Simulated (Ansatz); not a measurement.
Input for Ansatz (a first-principles code): U-CCSD(T)/cc-pV(D+d)Z on C2H8O3Si (SMILES CC[Si](O)(O)O), a point of a bond scan (R = 1.488 Å). Files ending in .json are basis or fitting sets from the Basis Set Exchange.

Ansatz 0.2 input:
```yaml
crystal:
  periodic: [false, false, false]
  atoms:
    - {symbol: C, position_ang: [-2.07044297, 0.30959955, 0.15049539]}
    - {symbol: C, position_ang: [-0.80045619, -0.35130996, 0.70405513]}
    - {symbol: Si, position_ang: [0.43088891, -0.03629444, -0.06986989]}
    - {symbol: O, position_ang: [0.73104536, 1.57673213, -0.17645259]}
    - {symbol: O, position_ang: [1.64473428, -0.84463593, 0.70054269]}
    - {symbol: O, position_ang: [0.32139261, -0.45404150, -1.65631513]}
    - {symbol: H, position_ang: [-1.98051054, 1.39728145, 0.14474654]}
    - {symbol: H, position_ang: [-2.26263218, -0.00175481, -0.87771758]}
    - {symbol: H, position_ang: [-2.94764942, 0.05098393, 0.74661363]}
    - {symbol: H, position_ang: [-0.63811659, -0.05250844, 1.74490068]}
    - {symbol: H, position_ang: [-0.91886403, -1.43953283, 0.73172535]}
    - {symbol: H, position_ang: [0.85933828, 2.05601117, 0.64490708]}
    - {symbol: H, position_ang: [2.53245206, -0.75301895, 0.34330061]}
    - {symbol: H, position_ang: [0.20477095, -1.38469850, -1.85898189]}
basis:
  gaussian:
    orbitals: cc-pV_D+d_Z.json
correlation: {method: ccsd_t, electrons: outside_noble_gas}
scf: {omitted_lower_state_checks: [cluster_reference]}
magnetization: {spin_polarized: true, initial_magnetization: 0}
```

The head of its log:

```
WARN ansatz: RAYON_NUM_THREADS=4 ignored (pool sized by the plan → 4); use --threads N
Functional definition: HF
these checks for a lower state are left out or cut short: cluster_reference
integrals: 0.46 GiB planned
1247 factors; integrals over basis functions are off by at most 1.2e-3 eV
mean field: 1.07 GiB planned
mean field evaluation 1: about -16157.7185 eV, gradient 3.9e1 eV
mean field evaluation 2: about -16157.8343 eV, gradient 3.9e1 eV
mean field evaluation 4: about -16163.6400 eV, gradient 2.7e0 eV
mean field evaluation 8: about -16163.6928 eV, gradient 1.7e-1 eV
mean field -16163.69298150 eV, -594.0047609256 hartree, gradient 7.0e-6 eV, S^2 0.000000; 0 other end points of the search recorded, 0 dependent functions left out
10 core orbitals not correlated
reference -16163.69298150 eV, -594.0047609256 hartree; 19, 19 occupied and 104, 104 virtual orbitals, 1247 factors
```

### Question
What total energy does the run end on?

### Answer
-595.0234 hartree (reference determinant -594.0048, T1 diagnostic 0.010).
